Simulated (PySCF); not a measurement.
BrCs, charge -1, doublet, at the geometry of the source list (a state made from the parent by changing its charge; the spin is typed, not shown lowest) (core potentials on Cs) (in this run its highest filled SCF level lies above zero, so its values depend strongly on the basis, on diffuse functions most of all), with bond 2-1 at 1.5 times its length; PBE/def2-SVP (PySCF).

PySCF was given this input:
```python
from pyscf import gto, scf, dft

mol = gto.Mole()
mol.atom = '''
    Cs   -1.025200   -0.718300   -0.872300
    Br    2.050400    1.436600    1.744600
'''
mol.basis = 'def2-svp'
mol.ecp = {'Cs': 'def2-svp'}
mol.charge = -1
mol.spin = 1
mol.verbose = 4
mol.build()

mf = dft.UKS(mol)
mf.xc = 'pbe'
mf.kernel()
mo_i, mo_e, stable_i, stable_e = mf.stability(internal=True, external=False, return_status=True, nroots=6, tol=1e-6)
print('internally stable:', stable_i, ' externally stable:', stable_e)
if not stable_i:
    umf = mf.copy()
    umf.scf_summary = {}
    umf.kernel(umf.make_rdm1(mo_i, mf.mo_occ))
mf.analyze()
```

### Question
What does PySCF print? Leave out banner, timings and long lists.

### Answer

```
PySCF version 2.14.0

[INPUT] verbose = 4
[INPUT] num. atoms = 2
[INPUT] num. electrons = 45
[INPUT] charge = -1
[INPUT] spin (= nelec alpha-beta = 2S) = 1
[INPUT] symmetry False subgroup None
[INPUT] Mole.unit = angstrom
[INPUT] Symbol           X                Y                Z      unit          X                Y                Z       unit  Magmom
[...]
nuclear repulsion = 36.4173660267334
number of shells = 22
number of NR pGTOs = 109
number of NR cGTOs = 56
basis = def2-svp
ecp = {'Cs': 'def2-svp'}

******** <class 'pyscf.dft.uks.UKS'> ********
method = UKS
initial guess = minao
damping factor = 0
level_shift factor = 0
DIIS = <class 'pyscf.scf.diis.CDIIS'>
diis_start_cycle = 1
diis_space = 8
diis_damp = 0
SCF conv_tol = 1e-09
SCF conv_tol_grad = None
SCF max_cycles = 50
direct_scf = True
direct_scf_tol = 1e-13
number electrons alpha = 23  beta = 22
XC library pyscf.dft.libxc version 7.1.2
    S. Lehtola, C. Steigemann, M. J. T. Oliveira, and M. A. L. Marques,  SoftwareX 7, 1–5 (2018)
XC functionals = pbe
    J. P. Perdew, K. Burke, and M. Ernzerhof,  Phys. Rev. Lett. 77, 3865 (1996)
    J. P. Perdew, K. Burke, and M. Ernzerhof,  Phys. Rev. Lett. 78, 1396 (1997)
    J. P. Perdew, K. Burke, and M. Ernzerhof,  Phys. Rev. Lett. 77, 3865 (1996)
    J. P. Perdew, K. Burke, and M. Ernzerhof,  Phys. Rev. Lett. 78, 1396 (1997)
radial grids:
    Treutler-Ahlrichs [JCP 102, 346 (1995); DOI:10.1063/1.469408] (M4) radial grids

becke partition: Becke, JCP 88, 2547 (1988); DOI:10.1063/1.454033
pruning grids: <function nwchem_prune>
grids dens level: 3
symmetrized grids: False
atomic radii adjust function: <function treutler_atomic_radii_adjust>
small_rho_cutoff = 0
Set gradient conv threshold to 3.16228e-05
tot grids = 44136
init E= -2589.2257174115

cycle= 1 E= -2593.60088721596  delta_E= -4.38  |g|= 0.281  |ddm|=  2.4

cycle= 2 E= -2588.34647392896  delta_E= 5.25  |g|= 1.48  |ddm|= 3.87
cycle= 3 E= -2593.68174861951  delta_E= -5.34  |g|= 0.11  |ddm|= 3.51
cycle= 4 E= -2593.68088170932  delta_E= 0.000867  |g|= 0.103  |ddm|= 0.688
cycle= 5 E= -2593.69258737375  delta_E= -0.0117  |g|= 0.0244  |ddm|= 0.303
cycle= 6 E= -2593.69335525421  delta_E= -0.000768  |g|= 0.00456  |ddm|= 0.0915
cycle= 7 E= -2593.69337159593  delta_E= -1.63e-05  |g|= 0.000839  |ddm|= 0.0134
cycle= 8 E= -2593.6933722093  delta_E= -6.13e-07  |g|= 0.000212  |ddm|= 0.00269
cycle= 9 E= -2593.69337223543  delta_E= -2.61e-08  |g|= 2.7e-05  |ddm|= 0.000506
[...]
converged SCF energy = -2593.69337223692  <S^2> = 0.75017763  2S+1 = 2.0001776
<class 'pyscf.dft.uks.UKS'> wavefunction is stable in the internal stability analysis
internally stable: True  externally stable: None
Total Energy =                       -2593.693372236924006
[...]
Two-electron Coulomb Energy =         1162.284912591431521
DFT Exchange-Correlation Energy =      -94.277336409567567
**** MO energy ****
                             alpha | beta                alpha | beta
[...]
spin_pop of  0 Cs 5s        0.00040
spin_pop of  0 Cs 6s        0.79059
spin_pop of  0 Cs 7s        0.00180
spin_pop of  0 Cs 8s        0.01593
spin_pop of  0 Cs 9s        0.00045
spin_pop of  0 Cs 5px       0.00246
spin_pop of  0 Cs 5py       0.00277
spin_pop of  0 Cs 5pz       0.00263
spin_pop of  0 Cs 6px       0.02887
spin_pop of  0 Cs 6py       0.01280
spin_pop of  0 Cs 6pz       0.02014
spin_pop of  0 Cs 7px       0.03158
spin_pop of  0 Cs 7py       0.01581
spin_pop of  0 Cs 7pz       0.02305
spin_pop of  0 Cs 5dxy      0.00006
spin_pop of  0 Cs 5dyz      0.00041
spin_pop of  0 Cs 5dz^2     0.00009
spin_pop of  0 Cs 5dxz      0.00084
spin_pop of  0 Cs 5dx2-y2    0.00060
spin_pop of  0 Cs 6dxy      0.00017
spin_pop of  0 Cs 6dyz      0.00052
spin_pop of  0 Cs 6dz^2     0.00020
spin_pop of  0 Cs 6dxz      0.00034
spin_pop of  0 Cs 6dx2-y2    0.00027
spin_pop of  1 Br 1s        0.00000
spin_pop of  1 Br 2s        0.00000
spin_pop of  1 Br 3s        0.00000
spin_pop of  1 Br 4s        0.00186
spin_pop of  1 Br 5s        0.01482
spin_pop of  1 Br 2px       0.00000
spin_pop of  1 Br 2py       0.00000
spin_pop of  1 Br 2pz       0.00000
spin_pop of  1 Br 3px       0.00000
spin_pop of  1 Br 3py       0.00000
spin_pop of  1 Br 3pz       0.00000
spin_pop of  1 Br 4px       0.01287
spin_pop of  1 Br 4py       0.00560
spin_pop of  1 Br 4pz       0.00893
spin_pop of  1 Br 5px       0.00142
spin_pop of  1 Br 5py       0.00066
spin_pop of  1 Br 5pz       0.00104
spin_pop of  1 Br 3dxy     -0.00000
spin_pop of  1 Br 3dyz     -0.00000
spin_pop of  1 Br 3dz^2    -0.00000
spin_pop of  1 Br 3dxz     -0.00000
spin_pop of  1 Br 3dx2-y2   -0.00000
spin_pop of  1 Br 4dxy      0.00000
spin_pop of  1 Br 4dyz      0.00000
spin_pop of  1 Br 4dz^2     0.00000
spin_pop of  1 Br 4dxz      0.00000
spin_pop of  1 Br 4dx2-y2    0.00000
spin_pop of  1 Br 5dxy      0.00000
spin_pop of  1 Br 5dyz      0.00000
spin_pop of  1 Br 5dz^2     0.00000
spin_pop of  1 Br 5dxz      0.00000
spin_pop of  1 Br 5dx2-y2    0.00000
In total            23.00000 | 22.00000

WARN: System has nonzero charge -1; the dipole moment is origin-dependent.
Location of origin: [0. 0. 0.]

Dipole moment(X, Y, Z, Debye): -2.61590, -1.83279, -2.22576
```
